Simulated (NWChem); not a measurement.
# CH4N, doublet; SMILES C[NH]

```xyz
6

C     -0.0200    -0.6143     0.0000
N     -0.1254     0.8259     0.0000
H      0.5335    -0.9833    -0.8816
H     -1.0151    -1.0703     0.0000
H      0.5335    -0.9833     0.8816
H      0.8418     1.1853     0.0000
```
Atoms are numbered in this order, from 1.

Program: NWChem. Pople sets run with spherical d functions. Spin-unrestricted. In the optimisation the excess spin sits in a" (Cs, its own frame). Structure relaxed at the B3LYP/6-31G* (spherical d), spin-unrestricted level. No stability test was run on the SCF state. Vzz is the largest principal value of the second derivative of the potential at the nucleus (NWChem prints the opposite sign); η is the asymmetry. Non-relativistic.

```json
[
 {"level": "UHF/def2-SVP", "Vzz N2 (a.u.)": "-0.849", "η N2": "0.18"},
 {"level": "UHF/6-31G*", "Vzz N2 (a.u.)": "…", "η N2": "0.23"},
 {"level": "PBE/def2-TZVP", "Vzz N2 (a.u.)": "-0.810", "η N2": "0.38"},
 {"level": "PBE/def2-SVP", "Vzz N2 (a.u.)": "-0.773", "η N2": "0.24"}
]
```

### Question
What belongs in the gaps?

### Answer

- UHF/6-31G*, Vzz N2 (a.u.): -0.803
